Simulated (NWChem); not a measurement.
Molecule: WSOBrF; SMILES [F][W](=[S])([Br])=[O]

All runs: NWChem. Geometry: optimised at PBE-D3(BJ)/def2-SVP. No frequency run checked for a minimum. def2 effective core potentials on W; no spin-orbit coupling. Level r2SCAN/def2-SVP: energy and gradient on several grids; changes count from the extra-fine grid, which is no exact limit either.

### Question
Which is the coarsest grid (fine; coarse; xfine; medium; xcoarse) from which on the energy stays within 50 μHa and each gradient component within 100 μHa/bohr of xfine?

### Answer
fine.
```json
[
 {"grid": "xcoarse", "size of the energy change (μHa)": "4000", "largest change of a gradient component (μHa/bohr)": "6000"},
 {"grid": "coarse", "size of the energy change (μHa)": "200", "largest change of a gradient component (μHa/bohr)": "200"},
 {"grid": "medium", "size of the energy change (μHa)": "200", "largest change of a gradient component (μHa/bohr)": "70"},
 {"grid": "fine", "size of the energy change (μHa)": "10", "largest change of a gradient component (μHa/bohr)": "< 30"},
 {"grid": "xfine", "size of the energy change (μHa)": "< 10", "largest change of a gradient component (μHa/bohr)": "< 30"}
]
```
